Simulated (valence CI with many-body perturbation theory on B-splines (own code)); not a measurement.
Values are calculated unless marked as measured or tabulated.
Level structure of Hg LXXIV

Level of theory: relativistic CI+MBPT: five valence electrons over a frozen Dirac-Fock core [He], a basis of 11 s, 11 p, 10 d, 8 f, 5 g, 2 h functions for each j, with the one-electron correlation potential Σ1, the two-electron term Σ2, the three-electron term Σ3, Breit, model QED; selected CI, second order for the rest, scaled by the run's own slope (own B-spline code, finite nucleus).

No measured spectrum was set against this ion. As an estimate, large intervals hold to a few tenths of a per cent, small ones and those within an open d or f shell to about a per cent. Among the levels kept, up to 7500 cm⁻¹ of a level comes from second order outside the variational space, and about a tenth of that is noise between levels of different J, which matters for small intervals.

Levels 91 to 135 of 202, with energies above the lowest level, (2s^2 2p1/2^2 2p3/2) J=3/2. "Leading %" is the weight of the configuration and term that name the level; weights of strongly mixed levels are sums over their largest components and can fall short. In the jj column 3d3/2^4 stands for four electrons in 3d with j = 3/2.

```csv
No.,Configuration,Term,J,E (eV),Leading %,Second component,Leading jj
91,2s2p³3s,⁴D°,7/2,14710,100,,2s 2p1/2 2p3/2^2 3s (100 %)
92,2s2p³3s,²D°,5/2,14742,76,22 % 2s2p³3s ⁴D°,2s 2p1/2 2p3/2^2 3s (100 %)
93,2s2p³3p,⁶P,3/2,14788,41,20 % 2s2p³3p ⁴D,2s 2p1/2 2p3/2^2 3p1/2 (100 %)
94,2s2p³3s,⁴P°,1/2,14794,84,15 % 2s2p³3s ²P°,2s 2p1/2 2p3/2^2 3s (100 %)
95,2s2p³3p,⁴F,5/2,14801,29,23 % 2s2p³3p ⁴P,2s 2p1/2 2p3/2^2 3p1/2 (100 %)
96,2s2p³3s,²S°,1/2,14821,55,44 % 2s2p³3s ⁴D°,2s 2p1/2 2p3/2^2 3s (99 %)
97,2s2p³3s,⁴S°,3/2,14824,32,25 % 2s2p³3s ²D°,2s 2p1/2 2p3/2^2 3s (100 %)
98,2s2p³3s,⁴P°,3/2,14827,32,32 % 2s2p³3s ²D°,2s 2p1/2 2p3/2^2 3s (100 %)
99,2s2p³3s,²D°,3/2,14830,52,19 % 2s2p³3s ⁴D°,2s 2p1/2 2p3/2^2 3s (100 %)
100,2s2p³3p,²F,7/2,14835,44,34 % 2s2p³3p ⁴F,2s 2p1/2 2p3/2^2 3p1/2 (100 %)
101,2s2p³3s,²D°,5/2,14836,85,11 % 2s2p³3s ⁴D°,2s 2p1/2 2p3/2^2 3s (99 %)
102,2s²2p²4p,²P°,3/2,14845,36,19 % 2s²2p²4p ⁴D°,2s^2 2p1/2^2 4p3/2 (100 %)
103,2s2p³3s,²P°,1/2,14860,95,4 % 2s2p³3s ⁴P°,2s 2p1/2 2p3/2^2 3s (100 %)
104,2s2p³3p,⁴P,5/2,14880,51,26 % 2s2p³3p ²D,2s 2p1/2 2p3/2^2 3p1/2 (100 %)
105,2s²2p²4d,²D,3/2,14884,43,32 % 2s²2p²4d ⁴F,2s^2 2p1/2^2 4d3/2 (100 %)
106,2s2p³3p,⁴D,1/2,14913,71,22 % 2s2p³3p ²P,2s 2p1/2 2p3/2^2 3p1/2 (100 %)
107,2s2p³3p,⁴P,1/2,14932,52,26 % 2s2p³3p ²P,2s 2p1/2 2p3/2^2 3p1/2 (100 %)
108,2s2p³3p,²P,3/2,14935,29,27 % 2s2p³3p ⁴F,2s 2p1/2 2p3/2^2 3p1/2 (100 %)
109,2s2p³3p,²F,5/2,14942,61,17 % 2s2p³3p ²D,2s 2p1/2 2p3/2^2 3p1/2 (100 %)
110,2s2p³3p,⁴D,3/2,14946,36,36 % 2s2p³3p ²D,2s 2p1/2 2p3/2^2 3p1/2 (100 %)
111,2s²2p²4d,²D,5/2,14952,37,18 % 2s²2p²4d ⁴D,2s^2 2p1/2^2 4d5/2 (100 %)
112,2s²2p²4f,²F°,5/2,14972,42,29 % 2s²2p²4f ⁴G°,2s^2 2p1/2^2 4f5/2 (100 %)
113,2s2p³3p,²P,3/2,14995,40,24 % 2s2p³3p ²D,2s 2p1/2 2p3/2^2 3p1/2 (99 %)
114,2s2p³3p,⁴P,1/2,14997,42,33 % 2s2p³3p ²S,2s 2p1/2 2p3/2^2 3p1/2 (100 %)
115,2s²2p²4f,²F°,7/2,15001,38,17 % 2s²2p²4f ²G°,2s^2 2p1/2^2 4f7/2 (100 %)
116,2s²2p²3p,⁴D°,7/2,15108,65,34 % 2s²2p²3p ²F°,2s^2 2p3/2^2 3p3/2 (99 %)
117,2s²2p²3p,²D°,5/2,15108,52,38 % 2s²2p²3p ⁴P°,2s^2 2p3/2^2 3p3/2 (99 %)
118,2s²2p²3p,²P°,1/2,15109,53,35 % 2s²2p²3p ²S°,2s^2 2p3/2^2 3p3/2 (99 %)
119,2s²2p²3p,²P°,3/2,15165,61,14 % 2s²2p²3p ²D°,2s^2 2p3/2^2 3p3/2 (99 %)
120,2s²2p²3p,²P°,3/2,15195,61,14 % 2s²2p²3p ²D°,2s^2 2p3/2^2 3p3/2 (99 %)
121,2p⁴3s,⁴P,5/2,15201,66,32 % 2p⁴3s ²D,2p1/2^2 2p3/2^2 3s (98 %)
122,2p⁴3s,²P,3/2,15214,55,32 % 2p⁴3s ²D,2p1/2^2 2p3/2^2 3s (97 %)
123,2s²2p²3d,²D,3/2,15239,29,26 % 2s²2p²3d ⁴P,2s^2 2p3/2^2 3d3/2 (99 %)
124,2s²2p²3d,²F,7/2,15240,38,30 % 2s²2p²3d ²G,2s^2 2p3/2^2 3d3/2 (99 %)
125,2s²2p²3d,⁴D,5/2,15241,28,24 % 2s²2p²3d ²F,2s^2 2p3/2^2 3d3/2 (98 %)
126,2s²2p²3d,⁴P,1/2,15245,50,23 % 2s²2p²3d ²P,2s^2 2p3/2^2 3d3/2 (98 %)
127,2p⁴3s,²S,1/2,15279,64,23 % 2p⁴3s ⁴P,2p1/2^2 2p3/2^2 3s (98 %)
128,2s²2p²3d,²D,3/2,15312,69,13 % 2s²2p²3d ⁴F,2s^2 2p3/2^2 3d3/2 (97 %)
129,2p⁴3p,⁴P°,3/2,15319,30,18 % 2p⁴3p ⁴S°,2p1/2^2 2p3/2^2 3p1/2 (98 %)
130,2p⁴3p,²D°,5/2,15320,36,26 % 2p⁴3p ⁴D°,2p1/2^2 2p3/2^2 3p1/2 (98 %)
131,2s²2p²3d,²F,7/2,15365,45,35 % 2s²2p²3d ⁴D,2s^2 2p3/2^2 3d5/2 (89 %)
132,2s²2p²3d,⁴F,9/2,15365,62,33 % 2s²2p²3d ²G,2s^2 2p3/2^2 3d5/2 (96 %)
133,2s2p³3p,⁶P,7/2,15380,46,28 % 2s2p³3p ⁴F,2s 2p1/2 2p3/2^2 3p3/2 (91 %)
134,2s²2p²3d,²P,1/2,15383,57,22 % 2s²2p²3d ²S,2s^2 2p3/2^2 3d5/2 (93 %)
135,2s2p³3p,⁴P,5/2,15384,33,26 % 2s2p³3p ⁴D,2s 2p1/2 2p3/2^2 3p3/2 (97 %)
```
